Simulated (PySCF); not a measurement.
Problem. Write Cartesian coordinates for `C[Si@H](O)[SiH2]N` as optimised with PBE0-D3(BJ)/def2-SVP.

Solution. 
```xyz
14
CH9NOSi2 angstrom
C      1.976   -0.249    0.399
Si     0.614    0.273   -0.783
O      0.112    1.854   -0.480
Si    -1.372   -0.887   -0.355
N     -1.939   -0.044    1.057
H      2.283   -1.288    0.192
H      2.869    0.391    0.312
H      1.612   -0.202    1.437
H      1.128    0.150   -2.189
H      0.782    2.541   -0.552
H     -1.137   -2.327   -0.015
H     -2.288   -0.893   -1.551
H     -2.816   -0.301    1.497
H     -1.834    0.966    1.025
```

Orientation and origin are arbitrary. Atoms count from 1 in this order. Si4 (SiH2 silicon) is distorted tetrahedral (angles from 100.6° to 116.6°). N5 (silicon-bound nitrogen) is pyramidal (angles 120.7°, 115.0° and 110.8°, sum 346.5°, 0.25 Å off the plane of its three neighbours). Si2 (oxygen-bound silicon) is distorted tetrahedral (angles from 100.3° to 114.9°). Of the pairs four or more bonds apart, O3···H14 is among the closest relative to their van der Waals radii: 2.62 Å, 96 % of the sum of Bondi's values.

Bonds between heavy atoms (Å): C1–Si2 1.878, Si2–O3 1.686, Si2–Si4 2.339, Si4–N5 1.740.

Method used: PySCF, PBE0-D3(BJ)/def2-SVP geometry optimisation, gas phase.

Point group: C1 (no symmetry element, even within 0.4 Å). No frequency check. The numbers are those of one conformer (C1–Si2–O3–H 59°, C1–Si2–Si4–N5 77°, Si2–Si4–N5–H 179° and 42°).
